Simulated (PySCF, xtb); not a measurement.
C₃H₈OSe, SMILES [Se](C(C)C)O.

GFN2-xTB (xtb) at its own geometry gives an orbital gap of 3.68 eV and a dipole moment of 2.53 D.

Geometry optimised at PBE0-D3(BJ)/def2-SVP. One conformer was computed; it need not be the lowest.

What does PBE0/def2-TZVP (PySCF) give? (Estimate from the structure and the level; the computed values follow.)

gap 5.45 eV (levels -6.28 and -0.83 eV), dipole 2.05 D.
